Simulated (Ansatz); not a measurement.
Relaxation of TiS₂⁻ with UKS PBE-D4/def2-TZVPD.

```sh
$ ansatz run in.yaml --threads 4 --pin off --events-out ev --progress --plain --max-ram 3916MiB
```

```yaml
crystal:
  periodic: [false, false, false]
  atoms:
    - {symbol: Ti, position_ang: [0.645184, 0.352570, -0.014860]}
    - {symbol: S, position_ang: [-0.530971, 0.129235, -1.791096]}
    - {symbol: S, position_ang: [-0.114213, -0.481805, 1.805956]}
basis:
  gaussian: {orbitals: def2-TZVPD}
total_charge: -1
magnetization: {spin_polarized: true, initial_magnetization: 3}
hamiltonian: {xc: pbe, dispersion: d4}
scf: {lower_state_search: "off"}
output: {orbitals: {seedname: orbitals}}
relax: {f_tol: 0.02, max_steps: 100}
```

Run time 9 s (4 threads of Arm Neoverse V2 on a shared host).

Positions (Å) and forces (eV/Å) at steps 1, 2, 4, 6 of 6:

```xyz
3
step=1 energy=-44773.4362 eV
Ti    0.645    0.353   -0.015    1.425    0.779   -0.033
S    -0.531    0.129   -1.791   -0.855   -0.181   -1.212
S    -0.114   -0.482    1.806   -0.570   -0.598    1.245
3
step=2 energy=-44773.5659 eV
Ti    0.685    0.374   -0.016    0.226    0.123   -0.005
S    -0.556    0.127   -1.839   -0.132   -0.034   -0.159
S    -0.128   -0.501    1.855   -0.094   -0.089    0.164
3
step=4 energy=-44773.5700 eV
Ti    0.710    0.388   -0.016   -0.004   -0.002    0.000
S    -0.568    0.118   -1.829    0.004   -0.002    0.019
S    -0.142   -0.506    1.845    0.000    0.004   -0.019
3
step=6 energy=-44773.5707 eV
Ti    0.738    0.403   -0.017    0.000    0.000    0.000
S    -0.578    0.104   -1.793    0.000    0.000    0.000
S    -0.160   -0.508    1.810    0.000    0.000    0.000
```

The highest occupied level of the charge -1 quartet lies above zero (up to 0.67 eV). It is a level of α spin, whose loss leaves a triplet; that state wasn't run at this geometry and level. The electron is either unbound and held by the finite basis, or the level is raised by self-interaction error. The relaxation made no stability test and no search for a lower SCF solution. At PBE-D4/def2-TZVPD a doublet of charge -1 lies 1.65 eV below the quartet, each at its own geometry. The structure comes from a short search, and lower isomers may exist.
